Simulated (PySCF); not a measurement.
C₂F₃ (SMILES F[C]=C(F)F), doublet, geometry from GFN2-xTB; TPSS/6-311G** run with PySCF.

PySCF was given this input:
```python
from pyscf import gto, scf, dft

mol = gto.M(
    atom='''
C    -0.02097005    0.18801536    0.95068298
C     0.00630951    0.22182388   -0.35025560
F    -0.03482227   -0.77428364    1.82927975
F     0.01570563    1.33880864   -1.05329788
F     0.02889033   -0.83775117   -1.17626680
''',
    basis='6-311g**',
    spin=1,
    verbose=4,
)

mf = dft.UKS(mol)
mf.xc = 'tpss'
mf.grids.atom_grid = (75, 302)
mf.kernel()
```

Output, abridged:

```
PySCF version 2.14.0

[INPUT] verbose = 4
[INPUT] num. atoms = 5
[INPUT] num. electrons = 39
[INPUT] charge = 0
[INPUT] spin (= nelec alpha-beta = 2S) = 1
[INPUT] symmetry False subgroup None
[INPUT] Mole.unit = angstrom
[INPUT] Symbol           X                Y                Z      unit          X                Y                Z       unit  Magmom
[INPUT]  1 C     -0.020970050000   0.188015360000   0.950682980000 AA   -0.039627651318   0.355297537612   1.796530463485 Bohr   0.0
[INPUT]  2 C      0.006309510000   0.221823880000  -0.350255600000 AA    0.011923245880   0.419186381088  -0.661887157595 Bohr   0.0
[INPUT]  3 F     -0.034822270000  -0.774283640000   1.829279750000 AA   -0.065804553336  -1.463184022331   3.456837732713 Bohr   0.0
[INPUT]  4 F      0.015705630000   1.338808640000  -1.053297880000 AA    0.029679339314   2.529981662801  -1.990444520785 Bohr   0.0
[INPUT]  5 F      0.028890330000  -0.837751170000  -1.176266800000 AA    0.054594811348  -1.583120271834  -2.222822101419 Bohr   0.0

nuclear repulsion = 161.774126811007
number of shells = 40
number of NR pGTOs = 155
number of NR cGTOs = 90
basis = 6-311g**
ecp = {}

******** <class 'pyscf.dft.uks.UKS'> ********
method = UKS
initial guess = minao
damping factor = 0
level_shift factor = 0
DIIS = <class 'pyscf.scf.diis.CDIIS'>
diis_start_cycle = 1
diis_space = 8
diis_damp = 0
SCF conv_tol = 1e-09
SCF conv_tol_grad = None
SCF max_cycles = 50
direct_scf = True
direct_scf_tol = 1e-13
number electrons alpha = 20  beta = 19
XC library pyscf.dft.libxc version 7.1.2
    S. Lehtola, C. Steigemann, M. J. T. Oliveira, and M. A. L. Marques,  SoftwareX 7, 1–5 (2018)
XC functionals = tpss
    J. Tao, J. P. Perdew, V. N. Staroverov, and G. E. Scuseria,  Phys. Rev. Lett. 91, 146401 (2003)
    J. P. Perdew, J. Tao, V. N. Staroverov, and G. E. Scuseria,  J. Chem. Phys. 120, 6898 (2004)
    J. Tao, J. P. Perdew, V. N. Staroverov, and G. E. Scuseria,  Phys. Rev. Lett. 91, 146401 (2003)
    J. P. Perdew, J. Tao, V. N. Staroverov, and G. E. Scuseria,  J. Chem. Phys. 120, 6898 (2004)
radial grids:
    Treutler-Ahlrichs [JCP 102, 346 (1995); DOI:10.1063/1.469408] (M4) radial grids

becke partition: Becke, JCP 88, 2547 (1988); DOI:10.1063/1.454033
pruning grids: <function nwchem_prune>
grids dens level: 3
symmetrized grids: False
atomic radii adjust function: <function treutler_atomic_radii_adjust>
User specified grid scheme (75, 302)
small_rho_cutoff = 0
Set gradient conv threshold to 3.16228e-05
tot grids = 71024
init E= -376.500289175178

cycle= 1 E= -375.658730647449  delta_E= 0.842  |g|= 0.501  |ddm|= 1.56
cycle= 2 E= -375.439543841445  delta_E= 0.219  |g|= 0.978  |ddm|= 0.888
cycle= 3 E= -375.728839946743  delta_E= -0.289  |g|= 0.0964  |ddm|= 0.643
cycle= 4 E= -375.731394964293  delta_E= -0.00256  |g|= 0.0586  |ddm|= 0.0903
cycle= 5 E= -375.732708284153  delta_E= -0.00131  |g|= 0.0128  |ddm|= 0.0401
cycle= 6 E= -375.732773388044  delta_E= -6.51e-05  |g|= 0.00863  |ddm|= 0.0149
cycle= 7 E= -375.732806343504  delta_E= -3.3e-05  |g|= 0.00224  |ddm|= 0.00789
cycle= 8 E= -375.732812710178  delta_E= -6.37e-06  |g|= 0.000954  |ddm|= 0.00384
cycle= 9 E= -375.732814256397  delta_E= -1.55e-06  |g|= 0.000621  |ddm|= 0.00246
cycle= 10 E= -375.732814447227  delta_E= -1.91e-07  |g|= 0.000345  |ddm|= 0.000719
cycle= 11 E= -375.732814511204  delta_E= -6.4e-08  |g|= 7.76e-05  |ddm|= 0.000456
cycle= 12 E= -375.732814512617  delta_E= -1.41e-09  |g|= 5.09e-05  |ddm|= 7.85e-05
cycle= 13 E= -375.732814513517  delta_E= -9e-10  |g|= 6.44e-06  |ddm|= 3.95e-05
Extra cycle  E= -375.732814513501  delta_E= 1.61e-11  |g|= 1.01e-05  |ddm|= 1.11e-05
converged SCF energy = -375.732814513501  <S^2> = 0.75893016  2S+1 = 2.0089103
```
